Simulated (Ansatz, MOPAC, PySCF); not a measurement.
Complex: H2O (SMILES O) (first 3 atoms) with PH3 (SMILES P); geometry from B3LYP-D3(BJ)/def2-TZVP, rigid monomers moved along the line of their centres of mass till H2···P4 is 4.65 Å.
(charge 0, multiplicity 1):
```xyz
7

O      0.263    -0.078    -0.543
H      0.124     0.000     0.412
H      1.145     0.275    -0.698
P     -0.919     0.254     4.935
H     -0.283    -0.463     5.978
H     -1.046     1.449     5.683
H     -2.216    -0.215     5.251
```

Monomers are frozen at their geometry in the pair; levels with a basis set take the counterpoise correction. Rows marked so take none.

Rows in STO-3G carry no dispersion term and start afresh at each structure. The state that PM3 reach isn't checked.

Programs: Ansatz (a quantum-chemistry and plane-wave program) with Gaussian orbitals; MOPAC for PM3 (differences of heats of formation); PySCF for STO-3G rows. Values without a source in brackets are computed.

**Question.** Predict the interaction energy from PM3.

**Answer.** -12 meV
